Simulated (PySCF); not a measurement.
C7H13 (charge +1).
Z-matrix (Å and degrees, PBE0-D3(BJ)/def2-SVP geometry), rows numbered from 1:
```
C 
C   1  1.4553
C   2  1.4607  1  125.10
C   3  1.5300  2  106.38  1  -172.57
C   4  1.5261  3  102.69  2   -27.60
C   2  1.4575  1  124.95  3   178.24
C   6  1.5144  2  120.60  1   -25.32
H   1  1.1019  2  111.60  3   144.19
H   1  1.1111  2  105.77  3  -103.23
H   1  1.0964  2  114.12  3    16.36
H   3  1.1016  2  114.90  1   -38.09
H   3  1.1201  2  100.23  1    73.25
H   4  1.0972  3  112.73  2  -150.69
H   4  1.1024  3  109.32  2    90.08
H   5  1.0977  4  114.00  3   156.90
H   5  1.1035  4  111.38  3   -81.45
H   6  1.1347  2   92.95  1    88.59
H   7  1.0989  6  112.78  2    50.66
H   7  1.1008  6  110.04  2   -70.67
H   7  1.0979  6  109.93  2   170.86
```

Linear response at B3LYP/def2-SVPD (PySCF, frozen core in the response, non-relativistic).

Static isotropic polarisability: 76.67 au (11.36 Å³), principal values 62.2, 82.7, 85.1 au.

(1) What is the polarisability at 1064 nm and at the sodium D line?

(2) What is the isotropic C6 coefficient between two such ions, C6 = (3/π)∫α(iω)² dω?

(3) Which effective excitation energy ω̄ makes London's formula C6 = (3/4)α²ω̄ exact here?

(4) What does −C6/R⁶ come to at R = 10 Å between centres?

(5) What molar refraction at the D line follows from R = (4π/3)·N_A·α′, with α′ the polarisability volume?

(6) How anisotropic is the static polarisability, by Δα² = ½[(α1 − α2)² + (α2 − α3)² + (α3 − α1)²]?

(7) The lowest 6 singlets have (eV, f): 4.76, 0.018; 4.83, 0.009; 5.17, 0.002; 5.35, 0.017; 5.87, 0.000; 6.08, 0.045. What share of the static polarisability do they carry in the sum over states α = Σ f/ω²?

(8) How many electrons N does the Slater–Kirkwood formula C6 = (3/4)·√N·α^(3/2) need to give this C6?

(9) What three-body coefficient follows from the one-pole estimate C9 = (3/4)·α·C6?

## Answers

(1) 77.27 au at 1064 nm (+0.8 %), 78.73 au at 589.3 nm (+2.7 %). The rise at 589.3 nm is 3.42 times that at 1064 nm; a pure ω² law gives 3.26. The lowest singlet lies at 260 nm, shorter than both wavelengths.

(2) 2602 au (Eh·bohr⁶) by a ten-point quadrature over imaginary frequencies, which is 1550 eV·Å⁶ or 150 J·nm⁶/mol.

(3) ω̄ = 4·C6/(3α²) = 0.590 Eh = 16.1 eV. A one-pole form α(ω) = α/(1 − ω²/ω̄²) fitted to the 1064 nm value gives 13.2 eV.

(4) -150 J/mol. This is the leading, orientation-averaged term; C8 and higher terms are left out. The Coulomb repulsion of the two net charges at that distance is 139 kJ/mol.

(5) α′ = 11.67 Å³ gives R = 29.43 cm³/mol, for isolated, non-vibrating species.

(6) Δα = 21.8 au, or 0.28 of the isotropic value.

(7) 2.31 au, 3.0 % of α; the largest term, 0.90 au, is that of the state at 6.08 eV. Their oscillator strengths add up to 0.09. Higher states carry the rest.

(8) N = (4·C6/3)²/α³ = 26.7; the species has 54 electrons in all.

(9) 150000 au. This is an estimate from the two numbers above, not a computed integral.

One conformer stands for the species.
